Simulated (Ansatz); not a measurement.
CoI₂. Total charge 0; quartet. Geometry PBE0-D4/def2-TZVP; atoms count from 1.

```xyz
3

Co    0.000    0.000    0.000
I     2.229   -0.896    0.301
I    -2.229    0.896   -0.301
```

In the def2 sets I takes a core potential; there is no spin–orbit coupling. The structure comes from a short search, and lower isomers may exist.

(1) Estimate the Mulliken populations from the PBE0/def2-TZVP orbitals of Ansatz.

(2) Where does the spin sit?

(3) And the Mayer bond orders between bonded heavy atoms (over 0.3)?

Answers

(1) 
```tsv
atom	charge (e)	spin (α − β)	d electrons
Co1	0.42	2.70	7.38
I2	-0.21	0.15	–
I3	-0.21	0.15	–
```
Mulliken values and Mayer orders depend strongly on the basis.

(2) Summed by element: Co 2.70, I 0.30, of 3 unpaired in all. Largest on single atoms: Co1 2.70, I2 0.15, I3 0.15.

(3) Co1–I2 1.26 (2.42 Å); Co1–I3 1.26 (2.42 Å).
